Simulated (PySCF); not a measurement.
Computed IR spectrum (relative IR intensity) of a molecule C4H5NS. The structure is a stationary point at PBE0-D3(BJ)/def2-SVP. The values are those of a single conformer. Level of theory: PBE0-D3(BJ)/def2-SVP run with PySCF. Frequencies are harmonic and unscaled.

```json
[
 {"ν (cm⁻¹)": "237", "relative intensity": "8.6"},
 {"ν (cm⁻¹)": "338", "relative intensity": "5.6"},
 {"ν (cm⁻¹)": "502", "relative intensity": "5.9"},
 {"ν (cm⁻¹)": "570", "relative intensity": "3.1"},
 {"ν (cm⁻¹)": "748", "relative intensity": "21"},
 {"ν (cm⁻¹)": "826", "relative intensity": "72"},
 {"ν (cm⁻¹)": "852", "relative intensity": "19"},
 {"ν (cm⁻¹)": "907", "relative intensity": "59"},
 {"ν (cm⁻¹)": "971", "relative intensity": "20"},
 {"ν (cm⁻¹)": "1003", "relative intensity": "23"},
 {"ν (cm⁻¹)": "1050", "relative intensity": "12"},
 {"ν (cm⁻¹)": "1157", "relative intensity": "4.0"},
 {"ν (cm⁻¹)": "1374", "relative intensity": "11"},
 {"ν (cm⁻¹)": "1405", "relative intensity": "36"},
 {"ν (cm⁻¹)": "1445", "relative intensity": "17"},
 {"ν (cm⁻¹)": "1457", "relative intensity": "23"},
 {"ν (cm⁻¹)": "1528", "relative intensity": "57"},
 {"ν (cm⁻¹)": "1605", "relative intensity": "100"},
 {"ν (cm⁻¹)": "3064", "relative intensity": "30"},
 {"ν (cm⁻¹)": "3150", "relative intensity": "10"},
 {"ν (cm⁻¹)": "3181", "relative intensity": "13"},
 {"ν (cm⁻¹)": "3284", "relative intensity": "6.0"}
]
```

Question: Which structure fits?
A) C1=CSC=NC1
B) Nc1ccsc1
C) C=C1C=NCS1
D) Cc1cscn1

Answer: D, Cc1cscn1
